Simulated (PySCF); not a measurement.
Two-component Hartree-Fock for Au⁷⁷⁺ (gold, charge +77)

Start: 1s2. Calculated with PySCF 2.14 in an even-tempered Gaussian basis (15 s from 280 bohr⁻², ratio 2.4; 11 p from 360 bohr⁻², ratio 2.4; 3 d from 1100 bohr⁻², ratio 2.6; 3 f from 1700 bohr⁻², ratio 2.6): generalised Hartree-Fock with the X2C-1e Hamiltonian and a Gaussian nucleus; one run each with spin-orbit coupling (SO) switched off, then screened by Boettger's factors.

| spinor shell | electrons | ε, spin-free (eV) | ε, screened SO (eV) | weight of nominal j (screened SO) | rms radius, screened SO (bohr) |
| --- | --- | --- | --- | --- | --- |
| 1s1/2 | 2 | -91763.1 | -91763.1 | 1.000 | 0.0189 |

```
   quantity    spin-free  screened SO
E (hartree)  -6804.92071  -6804.92071
        M_J            0            0
       ⟨J²⟩        0.000        0.000
       ⟨L²⟩        0.000        0.000
       ⟨S²⟩        0.000        0.000
```

Breit and QED terms are absent; they matter most for the inner s and p1/2 levels.

Densities and radii are taken from the X2C orbitals without a picture-change correction, which distorts them close to the nucleus.

Without spin-orbit coupling the j labels of p, d and f shells carry no meaning; the spin-free column gives the mean over the occupied spinors of each nl shell.
